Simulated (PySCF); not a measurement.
Radial density of F (fluorine, neutral)

M06-2X, [He] 2s2 2p5, 2P determinant. Computed with PySCF 2.14 in cc-pVTZ, with the non-relativistic Hamiltonian (point nucleus).

| r (bohr) | 4πr²ρ (e/bohr) | 4πr²(ρα − ρβ) |
| --- | --- | --- |
| 0.00324 | 0.05572 | 0.0000 |
| 0.00546 | 0.1521 | 0.0000 |
| 0.00918 | 0.4012 | 0.0001 |
| 0.0154 | 1.016 | 0.0003 |
| 0.0260 | 2.378 | 0.0008 |
| 0.0437 | 4.912 | 0.0023 |
| 0.0735 | 8.192 | 0.0092 |
| 0.124 | 9.677 | 0.0423 |
| 0.208 | 6.856 | 0.1670 |
| 0.350 | 4.127 | 0.4992 |
| 0.588 | 5.762 | 0.8760 |
| 0.989 | 5.303 | 0.7396 |
| 1.66 | 1.883 | 0.2411 |
| 2.80 | 0.2158 | 0.0231 |
| 4.71 | 0.0006882 | 0.0001 |
